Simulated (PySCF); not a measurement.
**How methods differ on the excitation energy of Ag²⁺**

Ag²⁺ [Kr] 4d9 (2D) → Ag²⁺ [Kr] 4d8 5p1 (high-spin determinant), as a difference of total energies. All numbers are calculated (PySCF 2.14, scalar relativity through the core potential, in aug-cc-pVDZ-PP with ECP28MDF (5s5p4d2f, 54 functions)). Correlated levels: valence: 4s2 4p6 frozen. The calculations carry no spin-orbit coupling.

```
           method  excitation energy (eV)
              UHF                  13.874
    MP2 (valence)                  14.873
SCS-MP2 (valence)                  14.923
   CCSD (valence)                  14.671
CCSD(T) (valence)                  14.668
```

Question: How much does correlation contribute at CCSD(T) (valence)?

Answer: 14.668 − (13.874) = 0.794 eV, measured against UHF.

The determinant of the upper state mixes LS terms, which raises its energy above the lowest term, most at the Hartree-Fock and MP2 levels.
